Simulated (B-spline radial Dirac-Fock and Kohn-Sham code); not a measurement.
The free ruthenium atom: differential elastic cross section for electrons at 9 keV

Calculated with a radial finite-basis atomic code, using relativistic (Dirac) partial waves in the static field of the Dirac-Fock atom with Furness-McCarthy exchange, without polarisation or absorption potentials.

Input file task.json (cfg lists n, l and occupation; rrms is the nuclear radius in fm):

```json
{"items": [{
  "Z": 44,
  "q": 0,
  "cfg": [[1, 0, 2], [2, 0, 2], [2, 1, 6], [3, 0, 2], [3, 1, 6], [3, 2, 10], [4, 0, 2], [4, 1, 6], [4, 2, 7], [5, 0, 1]],
  "A": 102,
  "rrms": 4.4809,
  "do": "elastic",
  "energies": [[9000.0, 0]],
  "theta": [0, 0.5, 1, 2, 4, 8, 12, 16, 24, 32, 45, 60, 75, 90, 105, 120, 135, 150, 165, 180]
}]}
```

Command: `python xray2_run.py task.json out`

| θ (°) | dσ/dΩ (Å²/sr) | Sherman function |
| --- | --- | --- |
| 0 | 66.2 | 0.000 |
| 0.5 | 62.0 | 0.000 |
| 1 | 51.8 | 0.000 |
| 2 | 30.2 | 0.000 |
| 4 | 9.60 | 0.000 |
| 8 | 1.50 | 0.000 |
| 12 | 0.440 | 0.000 |
| 16 | 0.183 | 0.000 |
| 24 | 0.0512 | 0.003 |
| 32 | 0.0219 | 0.008 |
| 45 | 0.00808 | 0.015 |
| 60 | 0.00354 | 0.005 |
| 75 | 0.00198 | -0.026 |
| 90 | 0.00132 | -0.062 |
| 105 | 0.00100 | -0.087 |
| 120 | 0.000831 | -0.093 |
| 135 | 0.000736 | -0.082 |
| 150 | 0.000682 | -0.059 |
| 165 | 0.000654 | -0.031 |
| 180 | 0.000645 | 0.000 |

Q: What integrated cross sections go with this distribution?

A: The total elastic cross section is 0.695 Å², the first transport cross section 0.0238 Å² and the second, weighted with (3/2) sin²θ, 0.0456 Å². The mean deflection is ⟨1 − cos θ⟩ = 0.0343, and 0.80 % of the collisions scatter beyond 90°.
